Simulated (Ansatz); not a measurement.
Basis sets compared for `CO[B-](OC)(OC)Oc1ccc(F)cc1`. Charge -1, multiplicity 1. Geometry PBE-D4/def2-SVP. Ansatz on 4 threads of Arm Neoverse V1 on a shared host; times are rough, and most runs start from earlier orbitals.

```
atom   x (Å)   y (Å)   z (Å)
  C1  -2.298  -1.761  -1.545
  O2  -1.637  -0.587  -1.883
  B3  -0.943   0.111  -0.799
  O4  -1.823   0.502   0.305
  C5  -2.827   1.407  -0.024
  O6  -0.280   1.298  -1.332
  C7   0.604   1.113  -2.389
  O8   0.065  -0.880  -0.228
  C9   0.955  -0.577   0.707
 C10   1.914  -1.565   1.065
 C11   2.891  -1.325   2.041
 C12   2.929  -0.080   2.678
 F13   3.879   0.163   3.631
 C14   2.002   0.917   2.352
 C15   1.023   0.678   1.379
 H16  -2.840  -2.162  -2.437
 H17  -1.605  -2.565  -1.185
 H18  -3.056  -1.618  -0.731
 H19  -3.528   1.017  -0.809
 H20  -3.439   1.637   0.882
 H21  -2.428   2.376  -0.418
 H22   1.525   0.541  -2.097
 H23   0.946   2.104  -2.773
 H24   0.144   0.557  -3.244
 H25   1.863  -2.535   0.546
 H26   3.630  -2.094   2.316
 H27   2.055   1.886   2.874
 H28   0.282   1.443   1.117
```

```
                        level  functions  energy (Eh)  HOMO (eV)  LUMO (eV)  wall time
                    HF/STO-3G         88    -762.0693      -1.36      10.91      1.2 s
                     HF/6-31G        161    -771.8064      -4.38       7.07      3.3 s
PBE-D4/def2-SVP (with forces)        275    -775.1118      -1.00       2.52      8.5 s
             PBE0-D4/def2-SVP        275    -775.1523      -2.15       3.33       16 s
```

Task: Estimate the rows for PBE-D4/def2-SVPD, PBE0-D4/def2-SVPD.

Result: 
| level | functions | energy (Eh) | HOMO (eV) | LUMO (eV) | wall time |
| --- | --- | --- | --- | --- | --- |
| PBE-D4/def2-SVPD | 419 | -775.1748 | -1.34 | 2.18 | 20 s |
| PBE0-D4/def2-SVPD | 419 | -775.2052 | -2.40 | 3.03 | 40 s |
